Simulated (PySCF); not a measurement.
Rigid-rotor lines calculated for a species of formula C11H20AlP (commonest isotopes; PBE0-D3(BJ)/def2-SVP geometry optimisation, gas phase (PySCF 2.14.0)), labelled J(Ka,Kc):

| transition | MHz |
| --- | --- |
| 1(0,1) ← 0(0,0) | 743.3 |
| 2(1,2) ← 1(1,1) | 1452.6 |
| 2(0,2) ← 1(0,1) | 1485.1 |
| 2(1,1) ← 1(1,0) | 1520.8 |
| 1(1,1) ← 0(0,0) | 1279.1 |

(1) Find the rotational constants.

(2) What moments of inertia, asymmetry and inertial defect follow?

(3) Which dipole components do these lines need?

(4) Where do these fall, and of which type are they? 4(3,1) ← 4(2,2); 3(1,3) ← 3(0,3); 2(2,1) ← 2(1,2); 3(1,2) ← 2(0,2); 3(3,1) ← 2(2,1); 2(2,0) ← 1(1,0); 4(1,3) ← 4(0,4); 4(2,3) ← 4(1,3); 3(3,1) ← 2(2,0); 3(2,1) ← 3(1,2); 3(1,2) ← 3(0,3); 2(1,1) ← 1(0,1); 3(2,1) ← 2(2,0); 4(1,3) ← 3(2,2).

(5) Which structure gave them?

Results:

(1) 1(0,1) ← 0(0,0) is B + C, 2(1,1) ← 1(1,0) is 3B + C and 2(1,2) ← 1(1,1) is B + 3C, so B − C is half the difference of the last two, 34.1 MHz. 1(1,1) ← 0(0,0) is A + C. A = 924.5, B = 388.7, C = 354.6 MHz.

(2) I = 505379 MHz·u·Å² over each constant: Ia = 546.68, Ib = 1300.13, Ic = 1425.07 u·Å²; κ = (2B − A − C)/(A − C) = -0.880 (asymmetric top); Δ = Ic − Ia − Ib = -421.74 u·Å².

(3) μa and μb (a-type: ΔKa even, ΔKc odd; b-type: both odd). The calculation gives |μa| = 4.17 D, |μb| = 3.02 D, |μc| = 1.20 D.

(4) 
```
     transition   MHz  type  branch
3(1,3) ← 3(0,3)   457     c       Q
3(1,2) ← 3(0,3)   662     b       Q
4(1,3) ← 4(0,4)   742     b       Q
4(1,3) ← 3(2,2)  1481     b       R
4(2,3) ← 4(1,3)  1491     c       Q
3(2,1) ← 3(1,2)  1565     b       Q
2(2,1) ← 2(1,2)  1709     b       Q
2(1,1) ← 1(0,1)  2091     c       R
3(2,1) ← 2(2,0)  2236     a       R
4(3,1) ← 4(2,2)  2746     b       Q
3(1,2) ← 2(0,2)  2886     c       R
2(2,0) ← 1(1,0)  3130     c       R
3(3,1) ← 2(2,0)  4993     b       R
3(3,1) ← 2(2,1)  4995     c       R
```

(5) `c1ccc([P+](C)(C)[Al-]([CH3])([CH3])[CH3])cc1`, point group C1. Three constants can't fix a structure by themselves; this is the one that was computed:
```
atom  x, y, z in Å
C1    -2.005   -0.178   -2.198
Al2   -2.081    0.617   -0.380
C3    -3.486   -0.068    0.856
C4    -1.591    2.535   -0.195
P5    -0.148   -0.548    0.686
C6    -0.369   -2.359    0.661
C7     0.059   -0.159    2.463
C8     1.502   -0.237   -0.022
C9     1.918    1.098   -0.138
C10    3.164    1.402   -0.678
C11    4.003    0.381   -1.124
C12    3.591   -0.946   -1.027
C13    2.348   -1.255   -0.477
H14   -1.059    0.055   -2.719
H15   -2.118   -1.276   -2.194
H16   -2.819    0.215   -2.834
H17   -3.566   -1.169    0.857
H18   -4.477    0.310    0.548
H19   -3.345    0.256    1.902
H20   -1.367    2.834    0.845
H21   -2.436    3.169   -0.519
H22   -0.731    2.825   -0.822
H23   -1.323   -2.586    1.158
H24    0.444   -2.891    1.177
H25   -0.440   -2.703   -0.381
H26    0.305    0.907    2.568
H27   -0.896   -0.342    2.977
H28    0.856   -0.763    2.920
H29    1.254    1.905    0.185
H30    3.477    2.446   -0.761
H31    4.978    0.622   -1.554
H32    4.241   -1.750   -1.380
H33    2.041   -2.301   -0.409
```

The values belong to one conformer (point group C1) with, in the numbering `[CH3:1][Al-:2]([CH3:3])([CH3:4])[P+:5]([CH3:6])([CH3:7])[c:8]1[cH:9][cH:10][cH:11][cH:12][cH:13]1`, Al2–P5–C8–C9 54°. Whether it is a minimum is left open (no frequencies). Constants of a rigid frame at the computed geometry: no zero-point averaging, no centrifugal distortion. A rigid rotor knows nothing of internal rotation, which can split or shift real lines. Quadrupole hyperfine structure (27Al) is left out.
